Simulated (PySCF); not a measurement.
C2H8N2OSi, SMILES N(=C/C)/[Si@@H](O)N.

Geometry optimised at PBE0-D3(BJ)/def2-SVP. The structure was generated by enumeration; whether it is a known compound was not checked. Other conformers were not sampled.

The numbers are results of TDA-PBE/def2-SVPD (PySCF), not measurements.

Vertical excitations. Gas-phase values at a fixed geometry.

| state | energy (eV) | λ (nm) | f | main pairs |
|---|---|---|---|---|
| S1 | 4.00 | 310 | 0.001 | HOMO→LUMO 99 % |
| S2 | 4.80 | 258 | 0.056 | HOMO−1→LUMO 96 % |
| S3 | 5.35 | 232 | 0.040 | HOMO→LUMO+1 98 % |
| S4 | 5.56 | 223 | 0.004 | HOMO−2→LUMO 98 % |
| S5 | 5.76 | 215 | 0.010 | HOMO→LUMO+2 95 % |
| S6 | 6.00 | 207 | 0.024 | HOMO→LUMO+3 94 % |
| S7 | 6.20 | 200 | 0.051 | HOMO−1→LUMO+1 94 % |
| S8 | 6.38 | 194 | 0.004 | HOMO→LUMO+4 98 % |
| S9 | 6.52 | 190 | 0.011 | HOMO−1→LUMO+2 95 % |
| S10 | 6.79 | 183 | 0.007 | HOMO−1→LUMO+3 81 %, HOMO−4→LUMO 13 % |
| T1 | 3.46 | 358 | 0 | HOMO→LUMO 100 % |
| T2 | 4.40 | 282 | 0 | HOMO−1→LUMO 96 % |
| T3 | 5.24 | 237 | 0 | HOMO→LUMO+1 61 %, HOMO−3→LUMO 24 %, HOMO−2→LUMO 11 % |
| T4 | 5.27 | 235 | 0 | HOMO→LUMO+1 38 %, HOMO−3→LUMO 38 %, HOMO−2→LUMO 20 % |
Triplets are in the Tamm–Dancoff approximation.
